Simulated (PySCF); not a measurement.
**Dipole response of Sn³¹⁺ (tin, charge +31)**

[Ar] 3d1, 2D determinant. Calculation: PySCF 2.14, in an uncontracted even-tempered set (18 s from 4.4 bohr⁻², ratio 2.5; 12 p from 5.7 bohr⁻², ratio 2.5; 8 d from 5.7 bohr⁻², ratio 2.5; 4 f from 20 bohr⁻², ratio 2.7; 3 g from 30 bohr⁻², ratio 2.7); the spin-free X2C one-electron Hamiltonian (Gaussian nucleus). Coupled (time-dependent) response in atomic units; α is the mean over directions.

```csv
method,mean α (bohr³),"α xx, yy, zz",C₆ (like pair),S(−4)
PBE0,0.02027,"0.01971, 0.01971, 0.02138",0.003427,0.0002533
```

S(−4) is the Cauchy moment in α(ω) = α(0) + S(−4) ω² + …

Spin-orbit coupling is absent.

α(iu) at PBE0:

| u (hartree) | α(iu) (bohr³) |
| --- | --- |
| 0 | 0.02027 |
| 1.00 | 0.02002 |
| 2.00 | 0.01931 |
| 4.00 | 0.01700 |
| 6.00 | 0.01434 |
| 8.00 | 0.01198 |
| 10.0 | 0.01009 |
| 15.0 | 0.007054 |
| 20.0 | 0.005401 |
| 30.0 | 0.003680 |
| 50.0 | 0.002154 |

A single London oscillator, α(iu) = α/(1 + u²/ω²), gives C₆ = (3/4) ω α². Matching the computed C₆ needs ω = 4 × 0.003427 / (3 × 0.02027²) = 11.1 hartree.

For an ion, C₆ is the dispersion term alone; charge-induced terms of lower order in 1/R come first.

The components differ because the open shell of this determinant is not spherical; for a pure term their mean is the scalar polarisability.

Spin-orbit coupling, absent here, splits the open shell strongly.
